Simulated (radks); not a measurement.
Q: The mean radii <r> (bohr) of the occupied orbitals of an atom or ion are listed with their occupations. Calculated with a radial shooting solver on a logarithmic mesh with Libxc functionals: scalar-relativistic Kohn-Sham, XLYP, spin-polarised, spherical densities, finite nucleus; Fermi nuclear charge, rms radius of each element as measured or else 0.836 A^(1/3) + 0.57 fm.

| orbital | occ. | <r> |
|---|---|---|
| 1s down | 1 | 0.02112 |
| 1s up | 1 | 0.02112 |
| 2s up | 1 | 0.08978 |
| 2s down | 1 | 0.08977 |
| 2p up | 3 | 0.07945 |
| 2p down | 3 | 0.07945 |
| 3s up | 1 | 0.2347 |
| 3s down | 1 | 0.2345 |
| 3p up | 3 | 0.2335 |
| 3p down | 3 | 0.2333 |
| 3d up | 5 | 0.2123 |
| 3d down | 5 | 0.2120 |
| 4s up | 1 | 0.5286 |
| 4s down | 1 | 0.5288 |
| 4p up | 3 | 0.5594 |
| 4p down | 3 | 0.5599 |
| 4d up | 5 | 0.6043 |
| 4d down | 5 | 0.6058 |
| 5s up | 1 | 1.241 |
| 5s down | 1 | 1.256 |
| 5p up | 3 | 1.423 |
| 5p down | 3 | 1.444 |
| 4f up | 7 | 0.7556 |
| 4f down | 1 | 0.7778 |
| 5f up | 1 | 4.080 |

Name the element and its charge. Open shells, if any, are filled with parallel spins first.

A: Z = 66, dysprosium, charge +3: Dy3+ in [Xe] 4f8 5f1. The 1s radius gives Z: for a bare nucleus <r> = (2 gamma + 1)/(2Z) with gamma = sqrt(1 - (Z/c)^2), 0.02085 bohr for Z = 66, and screening makes it slightly larger (0.02112 here). The occupations add up to 63, and the charge is Z minus that.
